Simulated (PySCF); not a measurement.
# From computed data to an observable: oscillator strength and radiative lifetime

BGeH6NO2, SMILES B([NH][GeH3])(O)O.

The structure is a stationary point at PBE0-D3(BJ)/def2-SVP. This is a generated structure with no PubChem entry under its InChIKey; it may be hypothetical. Other conformers were not sampled.

PySCF 2.14.0 with TDDFT-CAM-B3LYP/def2-SVPD puts the first singlet state with f over 0.02 at 7.31 eV (vertical), with the transition dipole (0.000, 0.000, -0.414) in atomic units.

Find the oscillator strength, the wavelength and the radiative lifetime that this transition would have in vacuum if emission retraced absorption.


|μ|² = 0.1714 au, so |μ| = 1.05 D. ΔE = 7.31/27.211 = 0.2686 hartree. f = (2/3) ΔE |μ|² = 0.031 (the program prints 0.031).
λ = 1239.84/7.31 = 170 nm; ν = 58959 cm⁻¹.
Einstein's coefficient A = 0.6670 ν² f s⁻¹ (ν in cm⁻¹) = 7.1e7 s⁻¹, so τ = 1/A = 14 ns. This state is S2; the lower singlet has f = 0.003. The figure is the radiative limit of this one transition; relaxation, internal conversion, crossing to triplets and a medium change what is measured.
